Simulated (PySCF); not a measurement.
# Running PySCF for BeBr2

File input.py (PySCF 2.14):

```python
from pyscf import gto, scf, solvent

mol = gto.M(
    atom='Be 0 0 0; Br 1.9529 0 0; Br -1.9529 0 0',
    basis='x2c-svpall',
    charge=0,
    spin=0,
    symmetry=True,
    verbose=4,
)
mf = scf.RHF(mol)
mf = mf.sfx2c1e()
mf = solvent.PCM(mf)
mf.with_solvent.eps = 4.71
mf.kernel()
mf.analyze()
print('orbital energies (hartree):', mf.mo_energy[..., max(0, mol.nelec[1]-3):mol.nelec[0]+3].round(4))
```

```bash
$ OMP_NUM_THREADS=1 python input.py
```

Output (some set-up lines and the per-cycle HOMO/LUMO lines with their warnings removed):

```
PySCF version 2.14.0

[INPUT] Symbol           X                Y                Z      unit          X                Y                Z       unit  Magmom
[INPUT]  1 Be     0.000000000000   0.000000000000   0.000000000000 AA    0.000000000000   0.000000000000   0.000000000000 Bohr   0.0
[INPUT]  2 Br     1.952900000000   0.000000000000   0.000000000000 AA    3.690446148663   0.000000000000   0.000000000000 Bohr   0.0
[INPUT]  3 Br    -1.952900000000   0.000000000000   0.000000000000 AA   -3.690446148663   0.000000000000   0.000000000000 Bohr   0.0

nuclear repulsion = 241.840678348149
point group symmetry = Dooh
symmetry origin: [-3.00060277e-17  0.00000000e+00  0.00000000e+00]
symmetry axis x: [0. 1. 0.]
symmetry axis y: [0. 0. 1.]
symmetry axis z: [1. 0. 0.]
num. orbitals of irrep A1g = 15
num. orbitals of irrep E1gx = 7
num. orbitals of irrep E1gy = 7
num. orbitals of irrep A1u = 14
num. orbitals of irrep E1uy = 9
num. orbitals of irrep E1ux = 9
num. orbitals of irrep E2gx = 3
num. orbitals of irrep E2gy = 3
num. orbitals of irrep E2uy = 3
num. orbitals of irrep E2ux = 3
number of shells = 8
number of NR pGTOs = 167
number of NR cGTOs = 73
basis = x2c-svpall
ecp = {}

******** <class 'pyscf.solvent._attach_solvent.PCMsfX2C1eSymAdaptedRHF'> ********
method = PCMsfX2C1eSymAdaptedRHF
initial guess = minao
damping factor = 0
level_shift factor = 0
DIIS = <class 'pyscf.scf.diis.CDIIS'>
SCF conv_tol = 1e-09
SCF max_cycles = 50

******** <class 'pyscf.x2c.sfx2c1e.SpinFreeX2CHelper'> ********
approx = 1e
xuncontract = 1
******** <class 'pyscf.solvent.pcm.PCM'> (In testing) ********

WARN: PCM is an experimental feature. It is still in testing.
Features and APIs may be changed in the future.

lebedev_order = 29 (302 grids per sphere)
eps = 4.71
frozen = False
Freeze 0 electrons in irreps []
    74 free electrons in irreps A1g E1gx E1gy A1u E1uy E1ux E2gx E2gy E2uy E2ux
Initial guess from minao.
PCM E_diel = -0.000570839344632549
Solvent Energy = -0.000570839344632549
init E= -5222.98336112736
PCM E_diel = -0.0140352838777986
Solvent Energy = -0.0140352838777986
cycle= 1 E= -5222.72843321499  delta_E= 0.255  |g|= 0.24  |ddm|= 1.89
PCM E_diel = -0.00715523056638489
Solvent Energy = -0.00715523056638489
cycle= 2 E= -5222.75760473939  delta_E= -0.0292  |g|= 0.0767  |ddm|= 0.506
PCM E_diel = -0.00888768134015516
Solvent Energy = -0.00888768134015516
cycle= 3 E= -5222.75984071258  delta_E= -0.00224  |g|= 0.0255  |ddm|= 0.13
PCM E_diel = -0.00892114531366055
Solvent Energy = -0.00892114531366055
cycle= 4 E= -5222.76012055585  delta_E= -0.00028  |g|= 0.00728  |ddm|= 0.0514
PCM E_diel = -0.00895100876479209
Solvent Energy = -0.00895100876479209
cycle= 5 E= -5222.76014369925  delta_E= -2.31e-05  |g|= 0.00138  |ddm|= 0.015
PCM E_diel = -0.00897612946579836
Solvent Energy = -0.00897612946579836
cycle= 6 E= -5222.76014535004  delta_E= -1.65e-06  |g|= 0.000277  |ddm|= 0.00444
PCM E_diel = -0.00897663790059908
Solvent Energy = -0.00897663790059908
cycle= 7 E= -5222.76014541162  delta_E= -6.16e-08  |g|= 5.09e-05  |ddm|= 0.000736
PCM E_diel = -0.00897620653977624
Solvent Energy = -0.00897620653977624
cycle= 8 E= -5222.7601454139  delta_E= -2.28e-09  |g|= 1.07e-05  |ddm|= 0.000131
PCM E_diel = -0.00897600504597653
Solvent Energy = -0.00897600504597653
cycle= 9 E= -5222.760145414  delta_E= -9.64e-11  |g|= 1.47e-06  |ddm|= 3.79e-05
PCM E_diel = -0.00897598449568513
Solvent Energy = -0.00897598449568513
Extra cycle  E= -5222.760145414  delta_E= -1.82e-12  |g|= 6.58e-07  |ddm|= 4.34e-06
converged SCF energy = -5222.760145414
**** SCF Summaries ****
Total Energy =                       -5222.760145413999453
Nuclear Repulsion Energy =             241.840678348148913
One-electron Energy =                -7748.550157565777226
Two-electron Energy =                 2283.958309788125007
Two-electron Coulomb Energy =         2469.169015454063810
DFT Exchange-Correlation Energy =     -185.210705665938804
Wave-function symmetry id = 0
**** MO energy ****
[26 lines left out]
MO #27 (E2ux #1), energy= -3.11137063890211 occ= 2
MO #28 (E2gx #1), energy= -3.11136666945237 occ= 2
MO #29 (E2gy #1), energy= -3.11136666945237 occ= 2
MO #30 (A1g #8), energy= -1.03333361024152 occ= 2
MO #31 (A1u #7), energy= -1.03219620364353 occ= 2
MO #32 (A1g #9), energy= -0.517212419727156 occ= 2
MO #33 (A1u #8), energy= -0.497916557288943 occ= 2
MO #34 (E1uy #4), energy= -0.442770834008229 occ= 2
MO #35 (E1ux #4), energy= -0.442770834008229 occ= 2
MO #36 (E1gx #4), energy= -0.419827248928485 occ= 2
MO #37 (E1gy #4), energy= -0.419827248928485 occ= 2
MO #38 (A1g #10), energy= 0.0882438966682262 occ= 0
MO #39 (E1uy #5), energy= 0.11194930485628 occ= 0
MO #40 (E1ux #5), energy= 0.11194930485628 occ= 0
[33 lines left out]
 ** Mulliken pop on meta-lowdin orthogonal AOs  **
 ** Mulliken pop  **
pop of  0 Be 1s           1.99997
pop of  0 Be 2s           0.49745
pop of  0 Be 3s           0.00811
pop of  0 Be 2px          0.04288
pop of  0 Be 2py          0.04808
pop of  0 Be 2pz          0.04808
pop of  0 Be 3px          0.03833
pop of  0 Be 3py          0.00104
pop of  0 Be 3pz          0.00104
pop of  1 Br 1s           2.00000
pop of  1 Br 2s           2.00000
pop of  1 Br 3s           1.99912
[61 lines left out]
 ** Mulliken atomic charges  **
charge of    0Be =      1.31502
charge of    1Br =     -0.65751
charge of    2Br =     -0.65751
Dipole moment(X, Y, Z, Debye):  0.00000, -0.00000, -0.00000
orbital energies (hartree): [-0.4428 -0.4198 -0.4198  0.0882  0.1119  0.1119]
```

In short: E(SCF) = -5222.760145 Eh, 9 cycles, μ(SCF) = 0.00 D.

It ran on Arm Neoverse N1 (1 thread, shared host) in 9.2 s.
